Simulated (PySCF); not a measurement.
## Working out the electron affinity of Mo

Mo⁻ [Kr] 4d5 5s2 (6S) → Mo [Kr] 4d5 5s1 (7S). All numbers are calculated (PySCF 2.14, a scalar-relativistic core potential, in def2-QZVPPD with the def2 core potential (28 electrons) (7s5p4d3f2g, 81 functions)). Frozen: 4s2 4p6. Energies in hartree (1 hartree = 27.21139 eV):

```
            part  Mo⁻ (lower)  Mo (upper)
             UHF   -67.547389  -67.567716
CCSD correlation    -0.127371   -0.090004
             (T)    -0.007271   -0.002675
```

Q: What does Hartree-Fock give?

A: (-67.567716) − (-67.547389) = -0.020327 hartree = -0.553 eV.

Q: What do CCSD and CCSD(T) give?

A: The CCSD correlation energies differ by 0.037367 hartree = 1.017 eV and the triples by 0.004596 hartree = 0.125 eV, so CCSD gives 0.464 eV and CCSD(T) 0.589 eV.

Reference: 0.747 eV (measured; photodetachment measurements, as compiled on the Wikipedia data page of electron affinities).

The coupled-cluster amplitudes are large, so a single reference is strained.

What remains against the reference includes basis incompleteness, the frozen core and higher excitations.
